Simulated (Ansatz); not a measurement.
Frontier orbitals of C3H6BCl (`B/C=C/CCl`).

Cartesian coordinates in Å:
```
B -0.6132 1.8971 -0.8530
C -0.5990 0.4034 -0.5126
C 0.3270 -0.0978 0.3186
C 0.3998 -1.5160 0.7461
Cl 2.0128 -2.1929 0.3715
H 0.2394 2.6014 -0.3927
H -1.4520 2.3742 -1.5597
H -1.3365 -0.2878 -0.9198
H 1.0876 0.5602 0.7340
H -0.3412 -2.1333 0.2412
H 0.2752 -1.6084 1.8266
```

The species carries charge 0 and has multiplicity 1. The structure was optimised at the PBE0-D4/def2-TZVP level. It is one conformer, not always the lowest. Basis def2-TZVPP, Ansatz 0.2.0.

Orbital energies of one run (eV). Highest occupied ones, from the top: -7.52, -7.69, -7.97, -8.26, -8.76, -10.13, -11.23, -11.91, -12.02, -13.33, -15.25, -18.14, -21.11, -23.30. Empty: -3.00, -0.25, 0.34, 0.95, 1.22, 1.54.

Which functional gave them?
A. r2SCANh
B. HSE06 (plane-wave form)
C. ωB97M-V
D. B97M-V

D. HOMO energies: B97M-V -7.52, r2SCANh -7.90, ωB97M-V -10.56, HSE06 -7.98 eV.
